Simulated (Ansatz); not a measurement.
One change: `[CH3][GeH2][NH][Si](C)(F)F` becomes `C[Si](F)(F)[GeH3]`.

Ansatz, PBE0-D4/def2-TZVP geometries, multiplicity 1. Each molecule was computed in one conformer, which needn't be the lowest.

Scalar relativity is left out up to krypton.

```
                                          property  `[CH3][GeH2][NH][Si](C)(F)F`
    size of the dipole moment (PBE/def2-TZVPP) / D                          2.64
                 HOMO energy (PBE/def2-TZVPP) / eV                         -6.29
               HOMO energy (B3LYP/def2-TZVPP) / eV                         -7.45
           HOMO–LUMO gap (ωB97M-V/def2-TZVPP) / eV                         12.03
              HOMO–LUMO gap (PBE0/def2-TZVPP) / eV                          8.17
size of the dipole moment (ωB97M-V/def2-TZVPP) / D                          2.73
```

Give the same properties after the change, and the shifts. (Best estimate.)

Computed: 
| property | `C[Si](F)(F)[GeH3]` | shift |
| --- | --- | --- |
| size of the dipole moment (PBE/def2-TZVPP) / D | 1.91 | -0.73 |
| HOMO energy (PBE/def2-TZVPP) / eV | -7.00 | -0.71 |
| HOMO energy (B3LYP/def2-TZVPP) / eV | -8.03 | -0.58 |
| HOMO–LUMO gap (ωB97M-V/def2-TZVPP) / eV | 12.24 | 0.21 |
| HOMO–LUMO gap (PBE0/def2-TZVPP) / eV | 8.41 | 0.24 |
| size of the dipole moment (ωB97M-V/def2-TZVPP) / D | 1.95 | -0.78 |

With PBE0 the HOMO falls by 0.53 eV and the LUMO falls by 0.29 eV, so the gap widens by about 0.24 eV. PBE moves the HOMO by -0.71 eV and ωB97M-V by -0.28 eV. Dipoles are sizes alone; their direction can turn.

B3LYP here is the variant with VWN-RPA as its local correlation; programs differ in this.
